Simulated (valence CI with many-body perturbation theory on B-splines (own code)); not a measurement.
# E1 line list for Au48+

Method: relativistic CI+MBPT: three valence electrons over a frozen Dirac-Fock core [Ar] 3d10, a basis of 11 s, 11 p, 10 d, 8 f, 5 g, 2 h functions for each j, with the one-electron correlation potential Σ1 (screened to all orders), the two-electron term Σ2, the three-electron term Σ3, Breit, model QED; selected single and double excitations, second order for the rest, scaled by the run's own slope (own B-spline code, finite nucleus).

The last digits are not significant, and no measured levels were compared; by estimate large intervals hold to a few tenths of a per cent, small ones and those within an open d or f shell to about a per cent.

Lines 1 to 50 of 554 in falling wavelength, among levels below 7994.3 × 10³ cm⁻¹, chosen from the strongest by gf and those to the six lowest levels. Wavelengths and rates use the calculated energies. Electric multipoles are in the length gauge, E1 and E2 with the static RPA response of the core. Weak lines are less certain than strong ones. Lines between different terms over intervals too small for the method are left out, as are lines whose strength nearly cancels. Where a level lies close to another of its J and parity, the split of strength between their lines is uncertain.

Levels are named by their leading jj configuration (3d3/2^4 stands for four electrons in 3d with j = 3/2), which in mixed levels can hold well under half, so a name can repeat and another be missing. Letters in brackets count levels of one name in rising energy.

```csv
λ vac (Å),Upper,Lower,A (s⁻¹),S (a.u.)
422.4,(4s^2 4p3/2) J=3/2,(4s 4p1/2^2) J=1/2,3.26e+06,4.85e-04
130.5,(4s 4p1/2 4p3/2) J=3/2 [a],(4s^2 4p3/2) J=3/2,2.96e+09,1.30e-02
123.6,(4p1/2 4d3/2 4d5/2) J=9/2,(4s 4d3/2 4d5/2) J=7/2 [b],1.13e+10,1.05e-01
123.1,(4p1/2 4p3/2 4d5/2) J=7/2 [b],(4s 4p3/2 4d5/2) J=5/2 [b],1.65e+10,1.21e-01
122.7,(4p1/2 4p3/2 4f7/2) J=9/2 [a],(4s 4p3/2 4f7/2) J=7/2 [b],1.14e+10,1.04e-01
121.6,(4p1/2 4p3/2 4f7/2) J=9/2 [b],(4s 4d5/2^2) J=7/2 [a],1.23e+10,1.09e-01
120.9,(4p1/2 4p3/2 4f7/2) J=11/2,(4s 4p3/2 4f7/2) J=9/2 [b],2.15e+10,2.25e-01
119.8,(4s 4p1/2 4f5/2) J=7/2,(4s^2 4f5/2) J=5/2,2.19e+10,1.49e-01
119.7,(4p1/2 4d5/2^2) J=9/2,(4s 4d5/2^2) J=7/2 [b],2.09e+10,1.77e-01
118.8,(4s 4p1/2 4p3/2) J=5/2,(4s^2 4p3/2) J=3/2,1.75e+10,8.70e-02
118.8,(4s 4p1/2 4d5/2) J=7/2,(4s^2 4d5/2) J=5/2,2.01e+10,1.33e-01
117.9,(4p1/2 4d3/2 4d5/2) J=9/2,(4s 4d3/2 4d5/2) J=9/2,1.36e+10,1.10e-01
117.0,(4p1/2 4p3/2 4d5/2) J=9/2,(4s 4p3/2 4d5/2) J=7/2 [a],1.28e+10,1.01e-01
116.4,(4s 4p1/2 4f7/2) J=9/2,(4s^2 4f7/2) J=7/2,2.52e+10,1.96e-01
115.1,(4p1/2 4d5/2^2) J=5/2,(4s 4d5/2^2) J=3/2,2.14e+10,9.68e-02
114.5,(4s 4p1/2 4f7/2) J=7/2 [b],(4s^2 4f7/2) J=7/2,2.28e+10,1.35e-01
113.5,(4s 4p1/2 4f5/2) J=5/2 [b],(4s^2 4f5/2) J=5/2,2.24e+10,9.69e-02
113.2,(4s 4p1/2 4f7/2) J=5/2,(4s^2 4f7/2) J=7/2,2.45e+10,1.05e-01
113.0,(4p1/2^2 4p3/2) J=3/2,(4s 4p1/2 4p3/2) J=3/2 [b],2.01e+10,5.73e-02
112.8,(4s 4p1/2^2) J=1/2,(4s^2 4p1/2) J=1/2,3.92e+10,5.56e-02
110.7,(4p1/2^2 4d5/2) J=5/2,(4s 4p1/2 4d5/2) J=3/2,2.39e+10,9.60e-02
110.0,(4p1/2 4d5/2^2) J=9/2,(4s 4d5/2^2) J=9/2 [b],1.94e+10,1.28e-01
109.3,(4p1/2^2 4d5/2) J=5/2,(4s 4p1/2 4d5/2) J=5/2 [b],3.09e+10,1.19e-01
109.2,(4p1/2 4p3/2 4d3/2) J=7/2,(4s 4p3/2 4d3/2) J=7/2,1.97e+10,1.01e-01
108.7,(4p1/2 4p3/2 4f5/2) J=7/2 [a],(4s 4p3/2 4f5/2) J=7/2,1.90e+10,9.63e-02
108.6,(4p1/2 4p3/2 4f7/2) J=5/2 [b],(4s 4p3/2 4f7/2) J=3/2,2.71e+10,1.03e-01
108.2,(4p1/2^2 4f5/2) J=5/2,(4s 4p1/2 4f5/2) J=3/2,3.21e+10,1.20e-01
107.6,(4p1/2 4d3/2^2) J=3/2,(4s 4d3/2^2) J=5/2,3.98e+10,9.79e-02
107.2,(4p1/2^2 4f5/2) J=5/2,(4s 4p1/2 4f5/2) J=5/2 [b],4.25e+10,1.55e-01
107.0,(4p1/2 4d5/2^2) J=7/2,(4s 4d5/2^2) J=9/2 [b],3.95e+10,1.91e-01
106.8,(4p1/2 4p3/2 4d5/2) J=3/2 [a],(4s 4p3/2 4d5/2) J=5/2 [a],4.19e+10,1.01e-01
106.8,(4p1/2 4p3/2 4f7/2) J=7/2 [b],(4s 4p3/2 4f7/2) J=5/2 [a],2.05e+10,9.88e-02
106.5,(4p1/2^2 4f7/2) J=7/2,(4s 4p1/2 4f7/2) J=5/2,4.03e+10,1.92e-01
105.6,(4s 4p1/2 4p3/2) J=3/2 [b],(4s^2 4p3/2) J=3/2,2.54e+10,5.90e-02
105.5,(4p1/2 4p3/2 4f7/2) J=7/2 [a],(4s 4p3/2 4f7/2) J=9/2 [a],4.01e+10,1.86e-01
105.5,(4p1/2 4p3/2 4d5/2) J=5/2 [a],(4s 4p3/2 4d5/2) J=5/2 [a],2.68e+10,9.32e-02
105.4,(4p1/2^2 4f7/2) J=7/2,(4s 4p1/2 4f7/2) J=7/2 [b],4.61e+10,2.13e-01
104.5,(4p1/2 4p3/2 4f7/2) J=9/2 [a],(4s 4p3/2 4f7/2) J=9/2 [a],2.28e+10,1.28e-01
103.9,(4p1/2^2 4f7/2) J=7/2,(4s 4p1/2 4f7/2) J=9/2,6.14e+10,2.72e-01
103.5,(4p1/2 4p3/2 4f5/2) J=7/2 [b],(4s 4d5/2^2) J=9/2 [a],3.56e+10,1.56e-01
103.5,(4s 4p1/2 4p3/2) J=1/2,(4s^2 4p3/2) J=3/2,3.31e+10,3.62e-02
103.5,(4p1/2^2 4d5/2) J=5/2,(4s 4p1/2 4d5/2) J=7/2,6.36e+10,2.09e-01
103.3,(4p1/2 4d3/2 4d5/2) J=7/2 [b],(4s 4d3/2 4d5/2) J=9/2,4.23e+10,1.84e-01
103.2,(4p1/2^2 4d3/2) J=3/2,(4s 4p1/2 4d3/2) J=5/2,6.99e+10,1.52e-01
103.1,(4p1/2 4p3/2 4f7/2) J=9/2 [c],(4s 4p3/2 4f7/2) J=11/2,3.57e+10,1.93e-01
102.1,(4p1/2^2 4f5/2) J=5/2,(4s 4p1/2 4f5/2) J=7/2,6.30e+10,1.99e-01
102.1,(4p1/2 4p3/2 4f7/2) J=11/2,(4s 4p3/2 4f7/2) J=11/2,3.12e+10,1.97e-01
101.4,(4p1/2 4p3/2 4d5/2) J=7/2 [a],(4s 4p3/2 4d5/2) J=9/2,5.24e+10,2.16e-01
101.3,(4p1/2 4p3/2^2) J=3/2,(4s 4p3/2^2) J=5/2,5.17e+10,1.06e-01
101.0,(4p1/2^2 4p3/2) J=3/2,(4s 4p1/2 4p3/2) J=5/2,7.55e+10,1.53e-01
```
